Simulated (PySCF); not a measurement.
SMILES [SiH3]Oc1ccc(O)cc1, GFN2-xTB optimised geometry.

```
17

O     -1.43    -3.03     0.00
C     -0.70    -1.88     0.00
C     -1.38    -0.67     0.00
C     -0.69     0.52     0.00
C      0.70     0.52     0.00
O      1.43     1.66     0.00
Si     1.06     3.24     0.00
C      1.38    -0.69     0.00
C      0.69    -1.88     0.00
H     -0.84    -3.79     0.00
H     -2.46    -0.68     0.00
H     -1.21     1.46     0.00
H      0.31     3.60    -1.21
H      0.26     3.60     1.17
H      2.40     3.79     0.02
H      2.46    -0.68     0.00
H      1.23    -2.82     0.00
```

Density from PBE0/def2-SVP run with PySCF at that geometry.

Minimum of the electron density along straight lines between bonded atoms, close to the bond critical point (lines longer than 1.1 times the sum of covalent radii, or with two minima, are not listed):

```json
[
 {"bond": "O1–C2", "length / Å": "1.363", "ρ at the minimum / e bohr⁻³": "0.286", "∇²ρ there / e bohr⁻⁵": "-0.33", "position (fraction from the first atom)": "0.67"},
 {"bond": "C2–C3", "length / Å": "1.391", "ρ at the minimum / e bohr⁻³": "0.312", "∇²ρ there / e bohr⁻⁵": "-0.81", "position (fraction from the first atom)": "0.51"},
 {"bond": "C3–C4", "length / Å": "1.380", "ρ at the minimum / e bohr⁻³": "0.311", "∇²ρ there / e bohr⁻⁵": "-0.79", "position (fraction from the first atom)": "0.50"},
 {"bond": "C4–C5", "length / Å": "1.390", "ρ at the minimum / e bohr⁻³": "0.312", "∇²ρ there / e bohr⁻⁵": "-0.80", "position (fraction from the first atom)": "0.49"},
 {"bond": "C5–O6", "length / Å": "1.350", "ρ at the minimum / e bohr⁻³": "0.282", "∇²ρ there / e bohr⁻⁵": "?", "position (fraction from the first atom)": "0.33"},
 {"bond": "O6–Si7", "length / Å": "1.624", "ρ at the minimum / e bohr⁻³": "0.126", "∇²ρ there / e bohr⁻⁵": "1.09", "position (fraction from the first atom)": "0.59"},
 {"bond": "C5–C8", "length / Å": "1.391", "ρ at the minimum / e bohr⁻³": "0.312", "∇²ρ there / e bohr⁻⁵": "-0.81", "position (fraction from the first atom)": "0.51"},
 {"bond": "C2–C9", "length / Å": "1.389", "ρ at the minimum / e bohr⁻³": "0.312", "∇²ρ there / e bohr⁻⁵": "-0.80", "position (fraction from the first atom)": "0.51"},
 {"bond": "C8–C9", "length / Å": "1.382", "ρ at the minimum / e bohr⁻³": "0.310", "∇²ρ there / e bohr⁻⁵": "-0.78", "position (fraction from the first atom)": "0.50"},
 {"bond": "O1–H10", "length / Å": "0.965", "ρ at the minimum / e bohr⁻³": "0.357", "∇²ρ there / e bohr⁻⁵": "?", "position (fraction from the first atom)": "0.81"},
 {"bond": "C3–H11", "length / Å": "1.078", "ρ at the minimum / e bohr⁻³": "0.283", "∇²ρ there / e bohr⁻⁵": "-1.08", "position (fraction from the first atom)": "0.63"},
 {"bond": "C4–H12", "length / Å": "1.079", "ρ at the minimum / e bohr⁻³": "0.282", "∇²ρ there / e bohr⁻⁵": "-1.06", "position (fraction from the first atom)": "0.63"},
 {"bond": "Si7–H13", "length / Å": "1.465", "ρ at the minimum / e bohr⁻³": "0.119", "∇²ρ there / e bohr⁻⁵": "0.32", "position (fraction from the first atom)": "0.49"},
 {"bond": "Si7–H14", "length / Å": "1.465", "ρ at the minimum / e bohr⁻³": "0.119", "∇²ρ there / e bohr⁻⁵": "0.32", "position (fraction from the first atom)": "0.49"},
 {"bond": "Si7–H15", "length / Å": "1.454", "ρ at the minimum / e bohr⁻³": "0.121", "∇²ρ there / e bohr⁻⁵": "0.34", "position (fraction from the first atom)": "0.49"},
 {"bond": "C8–H16", "length / Å": "1.079", "ρ at the minimum / e bohr⁻³": "0.283", "∇²ρ there / e bohr⁻⁵": "-1.08", "position (fraction from the first atom)": "0.63"},
 {"bond": "C9–H17", "length / Å": "1.082", "ρ at the minimum / e bohr⁻³": "0.279", "∇²ρ there / e bohr⁻⁵": "-1.03", "position (fraction from the first atom)": "0.62"}
]
```

Task: Fill in the missing entries.

Result: 
- C5–O6, ∇²ρ there / e bohr⁻⁵: -0.12
- O1–H10, ∇²ρ there / e bohr⁻⁵: -2.29
